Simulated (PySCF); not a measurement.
C3H7B.

```xyz
11

B     -0.7478     0.6285     0.0000
H     -1.8725     1.0842     0.0000
C      0.4419     1.6492     0.0000
H      1.4571     1.2246     0.0000
H      0.3441     2.3191     0.8748
H      0.3441     2.3191    -0.8748
C     -0.5902    -0.9195     0.0000
C      0.6010    -1.5477     0.0000
H     -1.4870    -1.5530     0.0000
H      0.6944    -2.6400     0.0000
H      1.5429    -0.9883     0.0000
```

Coordinates come from a B3LYP-D3(BJ)/def2-SVP optimisation. This is a generated structure with no PubChem entry under its InChIKey; it may be hypothetical. The values are those of a single conformer.

The numbers are results of PBE/pcSseg-1 run with PySCF, not measurements. Non-relativistic, no solvent.

Computed absolute GIAO shielding of each atom: isotropic value and principal components (ppm):
```tsv
atom	σ(iso)	σ11	σ22	σ33	span
B1	21.2	-47.7	-5.3	116.6	164.3
H2	24.2	19.4	25.9	27.3	7.9
C3	170.0	137.8	177.4	194.7	56.8
H4	29.8	26.2	29.2	34.0	7.8
H5	30.3	26.6	28.3	35.8	9.2
H6	30.3	26.6	28.3	35.8	9.2
C7	30.1	-93.1	10.6	172.8	265.9
C8	29.2	-85.7	13.4	160.0	245.7
H9	23.8	20.5	24.2	26.8	6.3
H10	24.5	22.1	24.5	26.8	4.7
H11	24.2	21.4	23.8	27.4	6.1
```
